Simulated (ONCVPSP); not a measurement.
## Sn (Z = 50): one change to an ONCV potential, before and after

tin (Sn), optimised norm-conserving Vanderbilt (ONCV), made with ONCVPSP 4.0.1 (PBE, scalar-relativistic). Core [Kr] 4d10, reference 5s1.75 5p2.25. Waves: 5s: rc 1.90 bohr, ncon 4, nbas 8, qcut 3.3 1/bohr, 1 projector; 5p: rc 2.30 bohr, ncon 4, nbas 8, qcut 3 1/bohr, 2 projectors, debl 2.6 Ha. Local part: polynomial inside 1.60 bohr (lpopt 5, dvloc0 6 Ha). Core correction: polynomial model core, fcfact 0.15.

Change: s: rc 1.94.

Cutoffs: the cutoffs (Ha) at which the residual kinetic energy of the hardest occupied pseudo-wave falls to 1 and 0.1 mHa per electron; they do not see the model core or the augmentation charge, which bear on the density cutoff. Errors are all-electron minus pseudo energies relative to the spin-unpolarised reference configuration.

Task: How do hardness, ghosts and transferability respond?

Result: The potential gets harder (6.8 Ha and 29 Ha → 7.3 Ha and 33 Ha); the errors of the 4 common tests hardly move; neither file shows a bound ghost.

| quantity | base | changed |
| --- | --- | --- |
| cutoff, loose | 6.8 Ha | 7.3 Ha |
| cutoff, tight | 29 Ha | 33 Ha |
| loose cutoff by channel | s 6.8 Ha, p 5.0 Ha | s 7.3 Ha, p 5.0 Ha |
| bound ghosts | none | none |
| GHOST(+) flags under 300 eV | none | none |
| error for 5s2 5p2, meV [ΔE -1.72 eV] | -0.4 | -0.4 |
| error for 5s2 5p1, meV [ΔE 5.15 eV] | -5.4 | -5.4 |
| error for 5s2 5p0, meV [ΔE 19.11 eV] | -50 | -50 |
| error for 5s2 5p1.5, meV [ΔE 0.89 eV] | -0.6 | -0.6 |
| p: phases at 2.33 bohr within 0.05 rad from the reference energy up to (Ha; the scan ends near 5) | 3.4 | 3.4 |
| rms error of d²Exc/dni dnj with the model core, mHa | 0.59 | 0.58 |

Base: The cutoffs count occupied waves only; projector 2 of the p channel, the hardest unoccupied one, needs 18 Ha at the loose tolerance.
